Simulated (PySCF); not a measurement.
Isomers of C7H12N2Si, one GFN2-xTB conformer each. Single-point energies are computed at PBE0/pcSseg-1 (PySCF, gas phase, no added dispersion term), electronic only.

```
                   SMILES  GFN2-xTB relative energy (kcal/mol)
        Cc1ccccc1NN[SiH3]                                  0.0
CC(C)(C)[Si@H]1CC(C#N)=N1                                 47.2
      C[Si](C)(C)c1cccnn1                                 38.3
```

Conformers: `[CH3:1][c:2]1[cH:3][cH:4][cH:5][cH:6][c:7]1[NH:8][NH:9][SiH3:10]` with C6–C7–N8–N9 -26°, C7–N8–N9–Si10 -67°.

Question: What does PBE0/pcSseg-1 give for the same structures?

Answer: 
| SMILES | PBE0/pcSseg-1 E (Eh) | PBE0/pcSseg-1 (kcal/mol) | GFN2-xTB (kcal/mol) | point group |
| --- | --- | --- | --- | --- |
| C[Si](C)(C)c1cccnn1 | -672.32247 | 0.0 | 38.3 | C1 |
| Cc1ccccc1NN[SiH3] | -672.30664 | 9.9 | 0.0 | C1 |
| CC(C)(C)[Si@H]1CC(C#N)=N1 | -672.28982 | 20.5 | 47.2 | C1 |

GFN2-xTB puts Cc1ccccc1NN[SiH3] lowest instead; measured from each level's own lowest isomer, the values differ by up to 38.3 kcal/mol (C[Si](C)(C)c1cccnn1: 38.3 against 0.0). As drawn, the lowest has an aromatic ring and an N–N linkage, which the highest lacks; the highest has a four-membered ring, a C≡N group and a C=N bond, which the lowest lacks.

Question: Which frontier levels, dipoles and rotational constants go with these structures?

Answer: 
```
                   SMILES  HOMO (eV, PBE0/pcSseg-1)  LUMO (eV)  dipole (D)       A, B, C (MHz)
      C[Si](C)(C)c1cccnn1                     -6.46      -1.31        3.71  2030, 749.1, 666.1
        Cc1ccccc1NN[SiH3]                     -5.87       0.05        0.79  1927, 760.0, 607.0
CC(C)(C)[Si@H]1CC(C#N)=N1                     -7.58      -2.04        5.39  2679, 601.9, 593.9
```
